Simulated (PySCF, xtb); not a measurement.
Be(NH2)(GeH3) (BeGeH5N), SMILES [NH2][Be][GeH3].

GFN2-xTB (xtb) at its own geometry gives an orbital gap of 4.59 eV and a dipole moment of 4.42 D.

Coordinates come from a B3LYP-D3(BJ)/def2-TZVP optimisation. Other conformers were not sampled.

### Question
What does HF/def2-TZVPD (PySCF) give? (Estimate from the structure and the level; the computed values follow.)

### Answer
gap 11.55 eV (levels -10.41 and 1.14 eV), dipole 2.26 D.
